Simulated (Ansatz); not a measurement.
`[OH][Ti]([Cl])([Cl])[Cl]` + HBr → `[Cl][Ti]([Cl])([Cl])[Br]` + H₂O at 600 K and 1 bar (ligand exchange at a Ti–O bond).

Computed with Ansatz on PBE0-D4/def2-TZVP structures; ΔE is electronic, products minus reactants. CCSD(T)/CBS is the MP2 limit (def2-TZVPP, def2-QZVPP) plus CCSD(T) − MP2 in def2-TZVPP, frozen cores. This one scheme is used for every species. For Br, Ti outer-core shells are correlated without core-valence functions, which leaves a few kJ/mol of doubt a bond. Scalar relativity is left out up to krypton. Each species was taken in one conformer, which may not be the lowest.

```csv
species,CCSD(T)/CBS energy (Eh),H − E (kJ/mol),S (J/(mol·K))
`[OH][Ti]([Cl])([Cl])[Cl]`,-2304.28409,102.0,464.6
HBr,-2573.91920,33.5,219.1
`[Cl][Ti]([Cl])([Cl])[Br]`,-4801.83441,67.0,446.9
H₂O,-76.37941,76.8,212.8
```

H − E and S are ideal-gas, rigid-rotor, harmonic terms from PBE0-D4/def2-TZVP, for one conformer and one mirror image of each species. 1 Eh = 2625.50 kJ/mol, R = 8.31446 J/(mol·K).

Q: By hand: ΔE, ΔH, ΔS and ΔG.

A: ΔE = (-4801.83441) + (-76.37941) − (-2304.28409) − (-2573.91920) = -0.01053 Eh = -27.6 kJ/mol. Δ(H − E) = 67.0 + 76.8 − 102.0 − 33.5 = 8.3, so ΔH = -19.3 kJ/mol. ΔS = 446.9 + 212.8 − 464.6 − 219.1 = -24.0 J/(mol·K). ΔG = -19.3 − 600 × (-24.0)/1000 = -4.9 kJ/mol.

Q: By hand: the equilibrium constant, and the temperature at which ΔG would vanish if ΔH and ΔS stayed fixed.

A: log₁₀ K = −ΔG/(RT ln 10) = 0.4. ΔG = 0 at ΔH/ΔS = 804 K.

TΔS isn't small against ΔH here. The sign of ΔG lies within the doubt. A doubt of 5 kJ/mol in ΔE shifts log₁₀ K by 0.4 here. Other conformers and mirror images would add mixing entropy, several J/(mol·K) or more a flexible species. These are equilibria of isolated gas molecules and say nothing of rates. Largest T1 diagnostic: 0.024 (customary marks: 0.02 for closed shells, 0.045 for open ones).
